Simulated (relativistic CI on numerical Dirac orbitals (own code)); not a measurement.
## Slater and spin-orbit integrals, Ti IV

Calculated at this level of theory: Dirac-Coulomb-Breit CI, separate exchange-only KLI orbitals for each configuration, a model potential for QED, valence Slater integrals scaled by 0.85, P86 correlation energy added to each configuration (own radial code, finite nucleus).

Slater integrals F^k, G^k are unscaled and averaged over j, outside the closed core [Ne]; ζ comes from projecting the Hamiltonian with its Breit term on Σ l·s of the shell.

- 3s2 3p6 3d: ζ(3d) = 138.35 cm⁻¹; <r>(3d) = 1.253, <r^2>(3d) = 1.929 (bohr units).
- 3s2 3p6 4p: ζ(4p) = 508.14 cm⁻¹; <r>(4p) = 2.903, <r^2>(4p) = 9.49 (bohr units).
- 3s2 3p5 3d2: ζ(3p) = 3507.2, F^2(3d,3d) = 76805, F^4(3d,3d) = 48206, F^2(3p,3d) = 83490, G^1(3p,3d) = 104080, G^3(3p,3d) = 63276, ζ(3d) = 137.65 cm⁻¹; <r>(3p) = 1.055, <r^2>(3p) = 1.301, <r>(3d) = 1.241, <r^2>(3d) = 1.89 (bohr units).

Question: Give the Racah parameters of the d shell in 3s2 3p5 3d2.

Answer: B = F²/49 − 5F⁴/441 = 1021 cm⁻¹ and C = 35F⁴/441 = 3826 cm⁻¹; values fitted to spectra at such low charge are typically 15 to 30 % smaller.

In this model ζ of a weakly bound d, f or g electron outside closed shells comes out too small, for d by up to a factor of two or three and at times with the wrong sign; that of an outer p electron is too small as well.

Correlation outside the listed configurations is missing or only estimated: errors of thousands of cm⁻¹ between configurations and terms are usual at this charge. Rates and lifetimes follow the computed energies and can be off by large factors. The fine structure of a lone outer electron comes out too small, for d and f at times inverted, and misplaced configurations move strength between like terms. 22 of the 29 excited levels that our extract of the measured tables holds in this range could be paired (the sources list more); they are missed by 2515 cm⁻¹ on average and 10748 at most, and levels without a partner can miss by more.

Averages of the first 10 configurations, taken without configuration mixing, which lowers the lowest level and can move excited configurations by several eV; other configurations of the list can lie among them:

```csv
Configuration,Parity,States,Average energy above the lowest level (eV)
3s2 3p6 3d,even,10,0.1
3s2 3p6 4s,even,2,10.5
3s2 3p6 4p,odd,6,16.3
3s2 3p5 3d2,odd,270,37.3
3s2 3p6 4d,even,10,24.7
3s2 3p6 5s,even,2,26.5
3s2 3p6 5p,odd,6,28.8
3s2 3p6 4f,odd,14,29.8
3s2 3p6 5d,even,10,32.3
3s2 3p6 6s,even,2,33.0
```
